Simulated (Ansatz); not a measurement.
`Cl[Si]1(Br)CC1`, relaxed with RKS PBE0-D4/def2-TZVP in the Gaussian-basis code of Ansatz from a PBE-D4/def2-SVP geometry. The force threshold is 0.005 eV/Å; the program also tests the step.

Total charge 0; spin multiplicity 1.

Start:

```xyz
9

Cl    0.498    2.188   -1.614
Si    0.590    0.818   -0.066
Br    2.137    1.361    1.431
C    -0.928   -0.106    0.432
C     0.148   -0.947   -0.376
H    -1.079   -0.393    1.487
H    -1.881    0.093   -0.090
H    -0.145   -1.266   -1.391
H     0.659   -1.748    0.186
```

By how much does the energy fall, and how many steps does the optimiser take? (Estimate.)

Computed: 0.06 eV, in 5 steps, 1 of them rejected.

Which bonds change most? (Estimate.)

The calculation gave: Cl1–Si2 from 2.068 to 2.033 Å; Si2–C4 from 1.845 to 1.816 Å; Si2–C5 from 1.845 to 1.816 Å; Si2–Br3 from 2.221 to 2.195 Å.

Give the relaxed structure. (Estimate.)

Ansatz gave: 
```xyz
9

Cl    0.503    2.162   -1.581
Si    0.576    0.804   -0.070
Br    2.107    1.348    1.405
C    -0.920   -0.096    0.430
C     0.155   -0.935   -0.376
H    -1.062   -0.389    1.465
H    -1.857    0.082   -0.088
H    -0.149   -1.253   -1.369
H     0.648   -1.723    0.184
```
